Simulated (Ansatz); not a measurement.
The cluster ZnTe₂. The state is a singlet with charge 0. Geometry relaxed at B3LYP-D4/def2-TZVP.

```
atom   x (Å)   y (Å)   z (Å)
 Zn1  -1.136  -0.586   0.349
 Te2   1.344  -0.894   0.359
 Te3  -0.208   1.479  -0.708
```

In the def2 sets Te takes a core potential; there is no spin–orbit coupling. At PBE0-D4/def2-TZVP a triplet of charge 0 lies 0.07 eV below the restricted singlet, each at its own geometry. The structure comes from a short search, and lower isomers may exist.

(1) Estimate the harmonic wavenumbers at RKS B3LYP-D4/def2-TZVP (Ansatz, unscaled). Is this a minimum?

Answers

(1) 122, 198, 245 cm⁻¹. Yes, no mode is imaginary beyond noise. Zero-point energy 3.4 kJ/mol. It took 37 s on 4 threads of Arm Neoverse V1 on a shared host.
